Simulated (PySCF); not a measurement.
UHF on H (hydrogen, neutral), 3d1, 2D determinant (an excited configuration). Calculation: PySCF 2.14, in aug-cc-pVQZ-DK (5s4p3d2f, 46 functions); the spin-free X2C one-electron Hamiltonian (Gaussian nucleus).

```
cycle= 1 E= 0.284208518002466  delta_E= -8.83e-15  |g|= 1.17e-08  |ddm|= 6.8e-08
converged SCF energy = 0.284208518002466  <S^2> = 0.75  2S+1 = 2
```

Highest occupied orbital energy: 7.734 eV; ⟨L²⟩ = 6.00; populations by l: s 0.00, p 0.00, d 1.00, f 0.00.

(1) Can this result be used?

## Answers

(1) Not for this state. Self-consistency was reached. The outer electron is Rydberg-like, and this basis confines it to a smaller radius and binds it less than a complete one would. At UHF the highest occupied level has a positive energy, so only the finite basis holds that electron; for this excited configuration the basis is too tight for the outer shell.
